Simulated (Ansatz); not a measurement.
Na5. The state is a doublet with charge 0. Geometry PBE/def2-SVP; atoms count from 1.

Cartesian coordinates in Å:
```
Na 0.6596 2.7833 0.9262
Na -1.1277 -0.2308 1.2956
Na 1.9827 -0.7396 0.5201
Na -0.9569 0.9614 -1.7108
Na -0.5577 -2.7742 -1.0311
```

Another isomer (doublet) lies 0.16 eV lower at PBE0/def2-TZVP; other spin states weren't run for this one.

**Question.** Estimate the Mulliken populations from the PBE0/def2-TZVP orbitals of Ansatz.

**Answer.** 
```json
{"atom": "Na1", "charge (e)": "-0.09", "spin (α − β)": "0.01"}
{"atom": "Na2", "charge (e)": "0.03", "spin (α − β)": "0.06"}
{"atom": "Na3", "charge (e)": "0.07", "spin (α − β)": "0.47"}
{"atom": "Na4", "charge (e)": "0.07", "spin (α − β)": "0.49"}
{"atom": "Na5", "charge (e)": "-0.09", "spin (α − β)": "-0.03"}
```
Mulliken values and Mayer orders depend strongly on the basis.

**Question.** Where does the spin sit?

**Answer.** Summed by element: Na 1.00, of 1 unpaired in all. Largest on single atoms: Na4 0.49, Na3 0.47, Na2 0.06.

**Question.** And the Mayer bond orders between bonded heavy atoms (over 0.3)?

**Answer.** Na1–Na2 0.37 (3.52 Å); Na1–Na4 0.33 (3.59 Å); Na2–Na3 0.35 (3.25 Å); Na2–Na4 0.35 (3.24 Å); Na2–Na5 0.38 (3.49 Å); Na3–Na5 0.33 (3.61 Å).
